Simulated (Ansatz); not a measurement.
Isolated molecules relaxed with PBE0-D4/def2-TZVP in Ansatz; ΔE leaves out vibrations. CCSD(T)/CBS adds triple-zeta CCSD(T) − MP2 to the extrapolated MP2 energy (def2 sets, frozen cores). This one scheme is used for every species. DFT in def2-TZVPP. B3LYP here is the variant with VWN-RPA as its local correlation; programs differ in this. HSE06 is defined as in plane-wave codes. Elements past krypton have def2 core potentials. For Ge, I outer-core shells are correlated without core-valence functions, which leaves a few kJ/mol of doubt a bond. Scalar relativity is left out up to krypton. Each species was taken in one conformer, which may not be the lowest.

Consider the ligand exchange at the Si–F bond: `F[SiH2][S][GeH3]` + HI → `[GeH3][S][SiH2]I` + H–F.

```csv
level,ΔE (kJ/mol),difference from CCSD(T)/CBS
LDA (SPW92),52.2,4.7
PBE-D4,44.7,-2.8
revPBE-D4,42.5,-5.0
BLYP-D4,60.1,12.6
r2SCAN-D4,57.4,9.9
B97M-V,68.3,20.8
PBE0-D4,43.9,-3.6
B3LYP-D4,59.1,11.6
r2SCANh-D4,55.6,8.1
r2SCAN0-D4,53.3,5.8
HSE06-D4,43.1,-4.4
BHLYP-D4,59.6,12.1
CAM-B3LYP-D4,69.0,21.5
ωB97X-V,59.9,12.4
ωB97M-V,59.1,11.6
B2PLYP,62.8,15.3
PBE-QIDH,47.3,-0.2
PBE,50.4,2.9
revPBE,49.9,2.4
r2SCAN,58.6,11.1
r2SCANh,57.1,9.6
r2SCAN0,55.1,7.6
HSE06,48.2,0.7
BHLYP,70.9,23.4
CAM-B3LYP,74.8,27.3
LC-ωPBE,58.6,11.1
RPA@PBE/def2-TZVPP,62.5,15.0
HF/def2-SVP,69.1,21.6
MP2/def2-SVP,55.6,8.1
CCSD/def2-SVP,63.3,15.8
CCSD(T)/def2-SVP,61.7,14.2
HF/def2-TZVPP,75.1,27.6
MP2/def2-TZVPP,46.3,-1.2
SCS-MP2/def2-TZVPP,56.5,9.0
CCSD/def2-TZVPP,61.2,13.7
HF/def2-QZVPP,77.0,29.5
MP2/def2-QZVPP,41.2,-6.3
SCS-MP2/def2-QZVPP,51.9,4.4
HF/CBS(def2),77.2,29.7
CCSD/CBS(def2),51.3,3.8
CCSD(T)/CBS,47.5,0
```

Largest T1 diagnostic among the species: 0.012.

The D4 term adds −9.5 kJ/mol with B3LYP and −5.2 kJ/mol with PBE0; it sums over pairs of atoms, weighted by their polarisabilities, and B3LYP, whose exchange is more repulsive, gets the larger term. From r2SCAN to r2SCAN0 (25 % exact exchange), in def2-TZVPP and without D4, ΔE moves by −3.6 kJ/mol.

CCSD(T)/CBS has its own doubt, a few kJ/mol and more with outer-core shells, so smaller differences from it don't rank the levels.
